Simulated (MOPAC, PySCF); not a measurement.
C₈H₁₃BO, SMILES `[C@@H]1([C@H]2C[C@@H]([C@@H](C1)C2)C=O)B`, neutral singlet in the gas phase. 

Cartesian coordinates (Å):
SMILES: B[C@@H]1C[C@H]2C[C@@H]1C[C@@H]2C=O
```xyz
23

B     -2.0516     1.7883    -0.4529
C     -1.4929     0.4807     0.1608
C     -0.6110     0.5083     1.4413
C      0.5109    -0.4844     1.1036
C     -0.2308    -1.5449     0.2801
C     -0.7709    -0.5392    -0.7427
C      0.5287     0.1046    -1.2487
C      1.4109     0.1636     0.0170
C      2.7028    -0.6030    -0.1032
O      3.0192    -1.2994    -1.0305
H     -2.2632     2.7592     0.2411
H     -2.3886     1.8246    -1.6167
H     -2.4956     0.0553     0.4278
H     -1.1687     0.1688     2.3277
H     -0.2181     1.5100     1.6728
H      1.0650    -0.8438     1.9844
H      0.4358    -2.3026    -0.1605
H     -1.0216    -2.0543     0.8533
H     -1.4043    -0.9447    -1.5440
H      1.0222    -0.5290    -2.0015
H      0.3618     1.0945    -1.6995
H      1.6807     1.1895     0.3236
H      3.3792    -0.5020     0.7869
```
Charge 0, spin multiplicity 1.

All levels are single points at this geometry (PBE0-D4/def2-SVP); Pople sets use spherical d functions. Orbital energies aren't observables, and empty levels follow the basis.

PBE0-D4/def2-TZVP in PySCF gives HOMO (eV) = -7.38.

**Question.** Estimate the HOMO (eV) from each of these levels: B3LYP-D3(BJ)/def2-TZVP in PySCF; B3LYP/6-311+G** in PySCF; M06-2X/6-31G* in PySCF; HF/3-21G in PySCF; PM6 in MOPAC.

**Answer.** 
```tsv
level	HOMO (eV)
B3LYP-D3(BJ)/def2-TZVP in PySCF	-7.17
B3LYP/6-311+G** in PySCF	-7.21
M06-2X/6-31G* in PySCF	-8.68
HF/3-21G in PySCF	-10.87
PM6 in MOPAC	-9.92
```
